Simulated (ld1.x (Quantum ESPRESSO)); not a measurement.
An all-electron radial function and its pseudo partner (hydrogen (H))

Columns: radius, all-electron u(r) and pseudo u(r) of the 1s shell (level -6.36 eV) of hydrogen in the configuration 1s1; LDA (PZ), non-relativistic, TM semilocal scheme, ld1.x (Quantum ESPRESSO) 7.5.

| r (bohr) | all-electron | pseudo |
| --- | --- | --- |
| 0.075 | 0.1288 | 0.1000 |
| 0.150 | 0.2390 | 0.1977 |
| 0.225 | 0.3326 | 0.2906 |
| 0.300 | 0.4115 | 0.3765 |
| 0.375 | 0.4774 | 0.4537 |
| 0.450 | 0.5318 | 0.5205 |
| 0.525 | 0.5762 | 0.5761 |
| 0.600 | 0.6118 | 0.6203 |
| 0.675 | 0.6397 | 0.6534 |
| 0.750 | 0.6609 | 0.6764 |
| 0.825 | 0.6762 | 0.6909 |
| 0.900 | 0.6864 | 0.6986 |
| 0.975 | 0.6922 | 0.7010 |
| 1.050 | 0.6942 | 0.6998 |
| 1.125 | 0.6930 | 0.6959 |
| 1.200 | 0.6889 | 0.6901 |
| 1.275 | 0.6824 | 0.6828 |
| 1.350 | 0.6739 | 0.6740 |
| 1.425 | 0.6637 | 0.6637 |
| 1.500 | 0.6520 | 0.6520 |
| 1.575 | 0.6391 | 0.6391 |
| 1.650 | 0.6253 | 0.6253 |
| 1.725 | 0.6106 | 0.6106 |
| 1.800 | 0.5953 | 0.5953 |
| 1.875 | 0.5796 | 0.5796 |
| 1.950 | 0.5635 | 0.5635 |

(1) How many radial nodes do the two functions have?

(2) At about which radius was the pseudo-wave matched?

(3) Is the pseudo-wave norm-conserving?

Results:

(1) The all-electron 1s function has n − l − 1 = 0; the pseudo-wave has 0.

(2) 1.50 bohr. The columns agree to 0.0005 from 1.27 bohr on; several derivatives are matched, so the curves merge somewhat inside the radius.

(3) Yes: the TM semilocal scheme keeps the norm inside the radius equal to the all-electron one, which fixes the energy derivative of the logarithmic derivative at the level.
